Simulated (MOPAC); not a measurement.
A run for MOPAC: AM1 on CH5BO (SMILES BOC).

```
AM1 1SCF PRECISE CHARGE=0 THREADS=1
CH5BO

B      1.35100001 1     0.05589324 1    -0.12242224 1
O      0.14250691 1     0.30657647 1    -0.64763493 1
C     -1.07221875 1    -0.01064108 1     0.02604135 1
H      2.29909270 1     0.36391593 1    -0.77661788 1
H      1.44700763 1    -0.45565855 1     0.95796231 1
H     -1.64534300 1    -0.69914525 1    -0.59523512 1
H     -1.64590819 1     0.90670454 1     0.15957003 1
H     -0.87613732 1    -0.46764530 1     0.99833649 1
```

It printed:

```
*******************************************************************************
 **                                                                           **
 **                              MOPAC v23.2.5                                **
 **                                                                           **
 *******************************************************************************
 ** MOPAC's Digital Object Identifier: https://doi.org/10.5281/zenodo.6511958 **
 **                                                                           **
 ** Please cite the open-source release paper for use of this MOPAC version:  **
 ** J. E. Moussa and J. J. P. Stewart (2026)                                  **
 ** MOPAC: An open-source semiempirical molecular orbital program             **
 ** J. Open Source Softw., 11(119), 8025, https://doi.org/10.21105/joss.08025 **
 *******************************************************************************

                              AM1 CALCULATION RESULTS

 *******************************************************************************
 *  AM1        - The AM1 Hamiltonian to be used
 *
 *
 *
 *                 CHARGE ON SYSTEM = 0
 *
 *
 *
 *  PRECISE    - TIGHTER CRITERIA TO BE USED
 *  1SCF       - DO 1 SCF AND THEN STOP
 *  THREADS=1  - MULTI-THREADING NOT USED
 *  T=         - A TIME OF 172800.0 SECONDS REQUESTED
 *  DUMP=N     - RESTART FILE WRITTEN EVERY 7200.0 SECONDS REQUESTED
 *******************************************************************************
AM1 1SCF PRECISE CHARGE=0 THREADS=1
 CH5BO

   ATOM   CHEMICAL          X               Y               Z
  NUMBER   SYMBOL      (ANGSTROMS)     (ANGSTROMS)     (ANGSTROMS)

     1       B          1.35100001  *   0.05589324  *  -0.12242224  *
     2       O          0.14250691  *   0.30657647  *  -0.64763493  *
     3       C         -1.07221875  *  -0.01064108  *   0.02604135  *
     4       H          2.29909270  *   0.36391593  *  -0.77661788  *
     5       H          1.44700763  *  -0.45565855  *   0.95796231  *
     6       H         -1.64534300  *  -0.69914525  *  -0.59523512  *
     7       H         -1.64590819  *   0.90670454  *   0.15957003  *
     8       H         -0.87613732  *  -0.46764530  *   0.99833649  *



          CARTESIAN COORDINATES

    NO.       ATOM           X           Y           Z

     1         B          1.3510      0.0559     -0.1224
     2         O          0.1425      0.3066     -0.6476
     3         C         -1.0722     -0.0106      0.0260
     4         H          2.2991      0.3639     -0.7766
     5         H          1.4470     -0.4557      0.9580
     6         H         -1.6453     -0.6991     -0.5952
     7         H         -1.6459      0.9067      0.1596
     8         H         -0.8761     -0.4676      0.9983

  H: (AM1): M.J.S. DEWAR ET AL, J. AM. CHEM. SOC. 107 3902-3909 (1985)
  B: (AM1): M.J.S. DEWAR ET AL, ORGANOMETALLICS, 7, 513-521 (1988)
  C: (AM1): M.J.S. DEWAR ET AL, J. AM. CHEM. SOC. 107 3902-3909 (1985)
  O: (AM1): M.J.S. DEWAR ET AL, J. AM. CHEM. SOC. 107 3902-3909 (1985)

           Empirical Formula: C H5 O B  =     8 atoms



      MOLECULAR POINT GROUP   :   Cs


      RHF CALCULATION, NO. OF DOUBLY OCCUPIED LEVELS = 9


 -------------------------------------------------------------------------------
 AM1 1SCF PRECISE CHARGE=0 THREADS=1
 CH5BO



     1SCF WAS SPECIFIED, SO BFGS WAS NOT USED
     SCF FIELD WAS ACHIEVED


                              AM1 CALCULATION
                                                       MOPAC v23.2.5 Linux




          FINAL HEAT OF FORMATION =        -61.96545 KCAL/MOL =    -259.26343 KJ/MOL


          COSMO AREA              =         88.86 SQUARE ANGSTROMS
          COSMO VOLUME            =         70.69 CUBIC ANGSTROMS

          IONIZATION POTENTIAL    =         10.962596 EV
          HOMO LUMO ENERGIES (EV) =        -10.963  2.288
          NO. OF FILLED LEVELS    =          9
          MOLECULAR WEIGHT        =         43.8599         POINT GROUP:  Cs

          MOLECULAR DIMENSIONS (Angstroms)

            Atom       Atom       Distance
            H     7    H     4     4.09073
            H     5    H     6     2.30290
            H     8    H     4     1.50097


          SCF CALCULATIONS        =          1





   ATOM   CHEMICAL          X               Y               Z
  NUMBER   SYMBOL      (ANGSTROMS)     (ANGSTROMS)     (ANGSTROMS)

     1       B          1.35100001  *   0.05589324  *  -0.12242224  *
     2       O          0.14250691  *   0.30657647  *  -0.64763493  *
     3       C         -1.07221875  *  -0.01064108  *   0.02604135  *
     4       H          2.29909270  *   0.36391593  *  -0.77661788  *
     5       H          1.44700763  *  -0.45565855  *   0.95796231  *
     6       H         -1.64534300  *  -0.69914525  *  -0.59523512  *
     7       H         -1.64590819  *   0.90670454  *   0.15957003  *
     8       H         -0.87613732  *  -0.46764530  *   0.99833649  *

                             CARTESIAN COORDINATES

   1    B        1.351000010     0.055893240    -0.122422240
   2    O        0.142506910     0.306576470    -0.647634930
   3    C       -1.072218750    -0.010641080     0.026041350
   4    H        2.299092700     0.363915930    -0.776617880
   5    H        1.447007630    -0.455658550     0.957962310
   6    H       -1.645343000    -0.699145250    -0.595235120
   7    H       -1.645908190     0.906704540     0.159570030
   8    H       -0.876137320    -0.467645300     0.998336490


           Empirical Formula: C H5 O B  =     8 atoms



      MOLECULAR POINT GROUP   :   Cs


                  EIGENVALUES
 -38.70988 -28.38203 -21.69425 -16.69215 -16.06971 -15.64017 -12.64653 -11.98025
 -10.96260   2.28815   2.46921   3.67556   4.07359   4.23635   4.49162   6.08349
   7.57488


              NET ATOMIC CHARGES AND DIPOLE CONTRIBUTIONS

  ATOM NO.   TYPE          CHARGE      No. of ELECS.   s-Pop       p-Pop
    1          B           0.171677        2.8283     1.23557     1.59276
    2          O          -0.277581        6.2776     1.83556     4.44202
    3          C          -0.049738        4.0497     1.22926     2.82048
    4          H          -0.002119        1.0021     1.00212
    5          H          -0.070743        1.0707     1.07074
    6          H           0.081183        0.9188     0.91882
    7          H           0.081340        0.9187     0.91866
    8          H           0.065980        0.9340     0.93402
 DIPOLE           X         Y         Z       TOTAL
 POINT-CHG.    -0.897    -0.276     0.585     1.106
 HYBRID        -0.162    -0.137     0.290     0.359
 SUM           -1.059    -0.413     0.876     1.435


          ATOMIC ORBITAL ELECTRON POPULATIONS

     Atom    s        px        py        pz
    1  B   1.23557   0.64984   0.31546   0.62747
    2  O   1.83556   1.20280   1.70915   1.53007
    3  C   1.22926   0.85027   1.00758   0.96263
    4  H   1.00212
    5  H   1.07074
    6  H   0.91882
    7  H   0.91866
    8  H   0.93402

 **********************
 *                    *
 * JOB ENDED NORMALLY *
 *                    *
 **********************




 == MOPAC DONE ==
```

The run finished.

Cost: very roughly 0.020 core-seconds.
